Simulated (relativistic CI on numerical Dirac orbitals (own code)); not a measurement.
# Spin-allowed bands of a d3 ion in an octahedral site, by hand

Problem. A d3 ion in an octahedral site has a 4A2 ground term and spin-allowed bands at ν1 = 27600 and ν2 = 36659 cm⁻¹ (from a computed ligand-field model). Find Δ and the Racah parameter B, and predict the third band.

Working.
1. The F term splits into A2 (−1.2Δ), T2 (−0.2Δ) and T1 (+0.6Δ), so ν1 = E(T2) − E(A2) = Δ = 27600 cm⁻¹.
2. T1(F) mixes with T1(P), which lies at 15B, through an element 0.4Δ. The two roots, counted from A2, are ν2,3 = ½(15B + 3Δ) ∓ ½√[(15B − Δ)² + 12BΔ].
3. Solving the lower root for B gives B = (2ν1² + ν2² − 3ν1ν2)/(15ν2 − 27ν1) = -167962919/-195315 = 860 cm⁻¹.
4. The sum of the roots is 15B + 3Δ, so ν3 = 15B + 3ν1 − ν2 = 59040 cm⁻¹ (169 nm).

Check. The bands were computed by exact diagonalisation of the d3 shell with B = 860 and Δ = 27600 cm⁻¹, which gives ν3 = 59041 cm⁻¹. C does not enter the terms of highest spin.
